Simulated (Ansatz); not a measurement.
`CC(C)O[Si]Cl`, 13 atoms. Charge 0, multiplicity 1. All runs use 4 threads of an Arm Neoverse V2 on a shared host. Correlated methods freeze the cores.

**Question.** Give the basis size and wall time and peak host memory of each of these runs in Ansatz. RKS PBE0-D4/def2-QZVPP energy; direct RPA on PBE orbitals/def2-TZVPP energy; RHF-MP2/def2-QZVPP energy; RKS ωB97M-V/def2-QZVPP energy; RKS PBE0-D4/def2-SVP energy; RKS B3LYP-D4/def2-TZVPP energy and forces; RKS PBE-D4/def2-TZVPP energy and forces; RHF-CCSD(T)/def2-TZVPP energy; RKS PBE0-D4/def2-TZVP frequencies; RHF-CCSD(T)/def2-SVP energy; RKS ωB97M-V/def2-SVP energy; RKS PBE0-D4/def2-TZVP relaxation (13 steps). (An estimate is asked.)

**Answer.** Ansatz gave: Other jobs shared the machine, so times are rough.

| level | job | functions | wall time | peak host memory (GiB) |
| --- | --- | --- | --- | --- |
| RKS PBE0-D4/def2-SVP | energy | 127 | 1.5 s | 0.33 |
| RKS PBE-D4/def2-TZVPP | energy and forces | 306 | 3.6 s | 0.5 |
| RKS ωB97M-V/def2-SVP | energy | 127 | 5.5 s | 0.45 |
| RKS B3LYP-D4/def2-TZVPP | energy and forces | 306 | 8 s | 1.1 |
| direct RPA on PBE orbitals/def2-TZVPP | energy | 306 | 8.5 s | 0.99 |
| RHF-CCSD(T)/def2-SVP | energy | 127 | 12 s | 0.79 |
| RKS PBE0-D4/def2-QZVPP | energy | 578 | 14 s | 2.8 |
| RKS ωB97M-V/def2-QZVPP | energy | 578 | 31 s | 3.1 |
| RHF-MP2/def2-QZVPP | energy | 578 | 39 s | 5 |
| RKS PBE0-D4/def2-TZVP | relaxation (13 steps) | 240 | 65 s | 0.79 |
| RKS PBE0-D4/def2-TZVP | frequencies | 240 | 4.5 min | 0.79 |
| RHF-CCSD(T)/def2-TZVPP | energy | 306 | 17 min | 4.3 |

B3LYP here is the variant with VWN-RPA as its local correlation; programs differ in this.
